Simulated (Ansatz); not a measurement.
`N[SiH](F)P` and `B[SiH2][SiH](N)F` differ in one atom or group.

Ansatz, PBE0-D4/def2-TZVP geometries, multiplicity 1. Each molecule was computed in one conformer, which needn't be the lowest.

```csv
property,`N[SiH](F)P`
HOMO energy (PBE0/def2-TZVPP) / eV,-7.56
LUMO energy (B3LYP/def2-TZVPP) / eV,0.05
size of the dipole moment (ωB97M-V/def2-TZVPP) / D,1.87
LUMO energy (PBE/def2-TZVPP) / eV,-0.52
"ideal-gas entropy at 298 K and 1 bar (rigid rotor, harmonic PBE0-D4/def2-TZVP) / J/(mol·K)",332
HOMO energy (B3LYP/def2-TZVPP) / eV,-7.34
```

Question: Give the same properties after the change, and the shifts. (Estimate.)

Answer: Ansatz gave: 
```
                                                                                  property  `B[SiH2][SiH](N)F`  shift
                                                        HOMO energy (PBE0/def2-TZVPP) / eV               -7.75  -0.19
                                                       LUMO energy (B3LYP/def2-TZVPP) / eV               -2.68  -2.73
                                        size of the dipole moment (ωB97M-V/def2-TZVPP) / D                1.91   0.04
                                                         LUMO energy (PBE/def2-TZVPP) / eV               -3.41  -2.89
ideal-gas entropy at 298 K and 1 bar (rigid rotor, harmonic PBE0-D4/def2-TZVP) / J/(mol·K)                 385     53
                                                       HOMO energy (B3LYP/def2-TZVPP) / eV               -7.55  -0.21
```

With PBE0 the HOMO falls by 0.19 eV and the LUMO falls by 2.82 eV, so the gap narrows by about 2.63 eV. PBE moves the HOMO by -0.19 eV and ωB97M-V by -0.12 eV. The zero-point energy changes by 50.4 kJ/mol with +9 modes. Dipoles are sizes alone; their direction can turn. Modes under 60 cm⁻¹, often nearly free rotors, make the harmonic entropy too high.

B3LYP here is the variant with VWN-RPA as its local correlation; programs differ in this.
